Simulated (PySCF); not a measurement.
**C12H9F: Computed beside measured shifts**

System: C12H9F (measured compound), SMILES Fc1ccc(-c2ccccc2)cc1.

Atom-mapped SMILES (hydrogens are numbered by the atom that bears them): [F:1][c:2]1[cH:3][cH:4][c:5](-[c:6]2[cH:7][cH:8][cH:9][cH:10][cH:11]2)[cH:12][cH:13]1

Computed with GIAO PBE0/pcSseg-2, gas phase, PySCF SCF with an in-house response code, fitting set def2-universal-JFIT up to Ne and JKFIT beyond, grid level 2, non-relativistic, geometry: PBE0-D3(BJ)/def2-SVP.

One optimised conformer. Values are averaged over the atoms that symmetry or fast rotation interchanges, on this one geometry and without vibrational averaging. Shifts are the reference shielding less the shielding here, at the same level (13C, 1H against isolated TMS; 19F against isolated CFCl3); nuclei without a reference have shieldings only.

(1) What shifts does this level give for F1, and how do they compare with measurement?

Answers

(1) 
```tsv
atom	nucleus	computed / ppm	measured / ppm	computed less measured	measured against	medium of the measurement
F1	19F	-118.1	-116.4	-1.7	CFCl3	not stated
```

Computed 19F and 31P shifts carry an offset from the reference molecule (CFCl3 is hard for DFT, lone H3PO4 or PH3 isn't the 85 % acid), so differences between compounds are more accurate than the values.

Measured values: G. Saielli, R. Bini, A. Bagno, Computational 19F NMR. 2. Organic compounds, RSC Adv. 2014, ESI.
